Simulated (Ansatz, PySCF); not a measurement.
Breaking the C2–H3 bond in CH4OSn (SMILES [CH3][Sn][OH]) (multiplicity 1 held, fragments rigid). Energies count from the point at 1.093 Å.
Geometry at that point (charge 0, multiplicity 1):
```xyz
7

Sn     0.022    -0.064     0.389
C      0.419     1.607    -0.982
H     -0.202     2.469    -0.726
H      0.201     1.288    -2.001
H      1.464     1.921    -0.912
O     -0.538    -1.251    -1.130
H     -0.799    -2.137    -0.857
```

Restricted levels (R-, RO-) in cc, def2 and unpolarised 6-31G sets keep to the state of the molecule at rest. Unrestricted levels (U-) break spin symmetry where that is lower. Active spaces are followed from a long bond inwards. Levels need not reach the same state.

Cores are frozen in the correlated methods. Filled d and f shells under p-block atoms count as core. Rows in LANL2DZ carry no dispersion term and start afresh at each structure. LANL2DZ brings its own core potentials from Na on.

Codes used: Ansatz (Gaussian orbitals); PySCF for LANL2DZ rows. Each number belongs to the level named beside it. In def2 rows elements past Kr take small-core potentials, without spin–orbit coupling.

Energies in eV.

```tsv
R (Å)	U-B3LYP/LANL2DZ	R-CCSD/def2-TZVPP	FIC-NEVPT4(SD) on CASSCF(2,2)/def2-TZVPP	FIC-MRCISD+Q on CASSCF(2,2)/def2-TZVPP
0.874	1.34	1.23	1.24	1.24
0.984	0.28	0.24	0.25	0.24
1.093	0.00	0.00	0.00	0.00
1.202	0.14	0.16	0.16	0.16
1.312	0.50	0.54	0.52	0.52
1.476	1.21	1.25	1.22	1.23
1.640	1.96	2.00	1.95	1.95
1.913	3.12	3.11	3.00	3.01
2.186	4.01	3.96	3.77	3.77
2.514	4.53	4.66	4.33	4.34
2.951	4.78	5.18	4.68	4.69
3.498	4.87	5.46	4.81	4.82
```

Doubts at one or more of the structures used: a spin-contaminated determinant (U-B3LYP/LANL2DZ); a restricted determinant that unrestricted orbitals would lower (R-CCSD/def2-TZVPP); other coupled-cluster roots lie near (R-CCSD/def2-TZVPP); T1 above 0.05 (R-CCSD/def2-TZVPP).

Ansatz is an electronic-structure program.
